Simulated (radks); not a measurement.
Q: These are the eigenvalues of the occupied orbitals of an atom or ion with whole-number occupations (hartree). All-electron calculation, Dirac Kohn-Sham, BLYP, spin-unpolarised, spherical densities, point nucleus. Program: a radial shooting solver on a logarithmic mesh with Libxc functionals.

1s1/2: -1594.294
2s1/2: -258.2086
2p1/2: -244.3092
2p3/2: -225.1907
3s1/2: -56.46445
3p1/2: -50.53078
3p3/2: -46.71573
3d3/2: -36.38149
3d5/2: -35.55698
4s1/2: -11.66259
4p1/2: -9.42178
4p3/2: -8.58875
4d3/2: -4.90382
4d5/2: -4.75588
5s1/2: -1.90071
5p1/2: -1.28142
5p3/2: -1.15934
4f5/2: -0.56101
4f7/2: -0.54417
6s1/2: -0.35181

Which element is it, and in what charge state? The configuration may be excited. Open shells, if any, are shared by 2j + 1.

A: Z = 60, neodymium, charge +1: Nd+ in [Xe] 4f3 6s2. The list shows which subshells hold electrons but not how many an open one holds; the 1s level, -1594.3 hartree, gives Z - s = 56.5 by -(Z - s)^2/2, which with screening and relativity narrows Z to a few neighbours, and the depths of the outer levels then fix element, charge and occupations together.
